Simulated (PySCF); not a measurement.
# Working out the ionisation energy of Ag⁺

Ag⁺ [Kr] 4d10 (1S) → Ag²⁺ [Kr] 4d9 (2D). Calculation: PySCF 2.14, in x2c-SVPall (6s5p5d1f, 53 functions); the spin-free X2C one-electron Hamiltonian (Gaussian nucleus). Frozen: [Kr]. Energies in hartree (1 hartree = 27.21139 eV):

```csv
part,Ag⁺ (lower),Ag²⁺ (upper)
UHF,-5312.073408,-5311.345242
MP2 opposite-spin,-0.167602,-0.131275
MP2 same-spin,-0.099111,-0.078718
```

**Question.** What does Hartree-Fock give?

**Answer.** (-5311.345242) − (-5312.073408) = 0.728166 hartree = 19.814 eV.

**Question.** What do MP2 and SCS-MP2 (6/5 opposite-spin, 1/3 same-spin) give?

**Answer.** The opposite-spin parts differ by 0.989 eV and the same-spin parts by 0.555 eV. MP2: 19.814 + (0.989) + (0.555) = 21.358 eV. SCS-MP2: 19.814 + 1.2 × (0.989) + (0.555)/3 = 21.186 eV.

Reference: 21.484 eV (measured; NIST Atomic Spectra Database, ionization energies), between the lowest levels; spin-orbit coupling is absent from the calculation.

A double-zeta basis recovers only part of the correlation energy.

What remains against the reference includes basis incompleteness, the frozen core and correlation beyond second order.
